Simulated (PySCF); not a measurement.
## The 6-electron isoelectronic series, spin-free X2C

All values are computed (PySCF 2.14, energy differences of UHF-based or UKS calculations, no spin-orbit coupling). Each ion has its own even-tempered basis scaled to its charge (19s12p6d5f4g for the first); frozen: nothing. Ionisation energies in eV.

| ion | configuration | UHF | LDA | PBE | PBE0 | r2SCAN | MP2 (all electrons) | NIST (with spin-orbit, Breit and QED) |
| --- | --- | --- | --- | --- | --- | --- | --- | --- |
| Ru³⁸⁺ | [He] 2s2 2p2 (3P) | 5582.1 | 5578.3 | 5580.9 | 5581.5 | 5584.4 | 5581.6 | 5647 ± 6 (s) |
| Rh³⁹⁺ | [He] 2s2 2p2 (3P) | 5866.9 | 5863.0 | 5865.7 | 5866.3 | 5869.3 | 5866.5 | 5940 ± 7 (s) |
| Pd⁴⁰⁺ | [He] 2s2 2p2 (3P) | 6159.2 | 6155.1 | 6157.9 | 6158.5 | 6161.6 | 6158.7 | 6242 ± 7 (s) |
| Ag⁴¹⁺ | [He] 2s2 2p2 (3P) | 6458.8 | 6454.6 | 6457.5 | 6458.1 | 6461.2 | 6458.4 | 6551 ± 7 (s) |
| Cd⁴²⁺ | [He] 2s2 2p2 (3P) | 6765.9 | 6761.5 | 6764.5 | 6765.1 | 6768.4 | 6765.4 | 6869 ± 8 (s) |
| In⁴³⁺ | [He] 2s2 2p2 (3P) | 7080.4 | 7075.9 | 7079.0 | 7079.6 | 7082.9 | 7080.0 | 7196 ± 8 (s) |
| Sn⁴⁴⁺ | [He] 2s2 2p2 (3P) | 7402.5 | 7397.8 | 7401.0 | 7401.6 | 7405.0 | 7402.0 | 7531 ± 8 (s) |
| Sb⁴⁵⁺ | [He] 2s2 2p2 (3P) | 7732.0 | 7727.2 | 7730.5 | 7731.1 | 7734.6 | 7731.6 | 7887 ± 4 (t) |
| Te⁴⁶⁺ | [He] 2s2 2p2 (3P) | 8069.2 | 8064.2 | 8067.6 | 8068.2 | 8071.8 | 8068.8 | 8240 ± 4 (t) |
| I⁴⁷⁺ | [He] 2s2 2p2 (3P) | 8413.9 | 8408.8 | 8412.3 | 8413.0 | 8416.6 | 8413.5 | 8601 ± 4 (t) |

Each ion has its own basis, which adds noise of up to about 0.1 % along the series.

NIST values marked (s) are semi-empirical, (t) theoretical. Open shells are high-spin determinants of the terms that Hund's rules give.

Spin-orbit coupling of the open shells is absent from the calculated values and included in NIST's; it grows fast with Z.
